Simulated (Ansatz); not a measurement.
Frontier orbitals of CH$_{6}$MoN$_{2}$O (`[CH3][Mo](=[NH])(=[NH])[OH]`).

```xyz
11

C    -1.301    0.710    0.688
Mo    0.465   -0.123   -0.117
N     0.835    0.905   -1.451
N    -0.013   -1.702   -0.627
O     1.846   -0.145    1.175
H    -2.101    0.754   -0.051
H    -1.077    1.724    1.031
H    -1.628    0.094    1.531
H     1.007    1.142   -2.418
H    -0.172   -2.395   -1.346
H     2.138   -0.962    1.586
```

Charge 0, multiplicity 1. Correlated methods include outer-core shells of Mo, which these sets cover unevenly. Mo: def2 effective core potential. Geometry: relaxed with PBE0-D4/def2-TZVP. It is one conformer, not always the lowest. Basis def2-TZVPP, the Gaussian-basis code of Ansatz.

```
functional  HOMO (eV)  LUMO (eV)  gap (eV)
       PBE      -6.32      -2.29      4.03
    revPBE      -6.24      -2.20      4.04
    r2SCAN      -6.59      -2.20      4.39
      PBE0      -7.64      -1.47      6.17
     BHLYP      -8.83      -0.51      8.32
   ωB97M-V      -9.93       0.62     10.55
```

A quarter of exact exchange (PBE0) shifts PBE's HOMO by −1.33 eV and its LUMO by +0.82 eV; full exchange at long range (ωB97M-V) shifts them by −3.62 and +2.91 eV. The gap opens from 4.03 to 10.55 eV, since occupied levels lose self-interaction and empty ones feel all the electrons. A positive LUMO is unbound and depends on the basis.
